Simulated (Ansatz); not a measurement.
Basis-set extrapolation for CH7FO2Si2, SMILES `CO[SiH2][SiH](O)F` (PBE0-D4/def2-TZVP geometry, frozen core, Ansatz 0.2.0). Multiplicity 1, RHF reference.

|  | def2-TZVPP | def2-QZVPP |
| --- | --- | --- |
| HF | -869.278786 | -869.311733 |
| MP2 correlation | -1.137899 | -1.231961 |
| CCSD(T) correlation | -1.222862 | not run |

Energies in hartree. Use E(X) = E(∞) + A·exp(−7.88·√X) for Hartree–Fock and E(X) = E(∞) + B·X^(−2.97) for correlation, with X = 3 and 4, and add CCSD(T) minus MP2 of the smaller set to the MP2 limit.

Question: What is the CCSD(T) energy at the basis-set limit?

Answer: HF limit: -869.311733 + (-0.032947) × 0.13774 = -869.31627. MP2 limit: -1.231961 + (-0.094062) × 0.74074 = -1.30164. Higher-order term: -1.222862 − (-1.137899) = -0.08496. Total: -870.70287 hartree, 528.3 kJ/mol below CCSD(T)/def2-TZVPP.
